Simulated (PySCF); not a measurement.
Give a PBE0-D3(BJ)/def2-SVP geometry of `CCP(CC)CC`.

```xyz
22
C6H15P angstrom
C     -1.652   -2.284    0.346
C     -0.322   -1.559    0.486
P     -0.166   -0.076   -0.627
C      1.528    0.504   -0.121
C      2.656   -0.315   -0.731
C     -1.201    1.135    0.335
C     -1.263    2.516   -0.302
H     -2.499   -1.647    0.647
H     -1.829   -2.594   -0.696
H     -1.684   -3.186    0.976
H     -0.145   -1.255    1.534
H      0.503   -2.239    0.214
H      1.609    1.553   -0.453
H      1.599    0.517    0.982
H      2.589   -0.327   -1.830
H      2.634   -1.362   -0.389
H      3.640    0.095   -0.458
H     -2.214    0.705    0.389
H     -0.829    1.195    1.374
H     -0.273    2.999   -0.331
H     -1.933    3.185    0.259
H     -1.632    2.460   -1.338
```

Any rigid rotation of these coordinates is as good. Atoms count from 1 in this order. P3 (phosphine phosphorus) is pyramidal (angles 99.4°, 99.3° and 99.3°, sum 298.0°, 0.88 Å off the plane of its three neighbours). All 3 C–P bonds measure 1.861 Å. All 3 C–C bonds measure 1.522 Å. Of the pairs four or more bonds apart, H13···H20 is among the closest relative to their van der Waals radii: 2.38 Å, 99 % of the sum of Bondi's values.

Bonds between heavy atoms (Å): C1–C2 1.522, C2–P3 1.861, P3–C4 1.861, C4–C5 1.522, P3–C6 1.861, C6–C7 1.522.

Computed, not measured: PBE0-D3(BJ)/def2-SVP geometry optimisation, gas phase in PySCF 2.14.0.

Point group: C3 (tolerance 0.08 Å). PBE0-D3(BJ)/def2-SVP frequencies: not computed here. One conformer, not necessarily the lowest (C1–C2–P3–C4 179°, C2–P3–C4–C5 78°, C2–P3–C6–C7 179°).

The run took 54 s of wall time on one thread of an Intel Xeon Platinum 8488C, shared host with 96 logical CPUs at a one-minute load of 45, and the process peaked at 0.77 GiB of memory. This is the geometry optimisation.
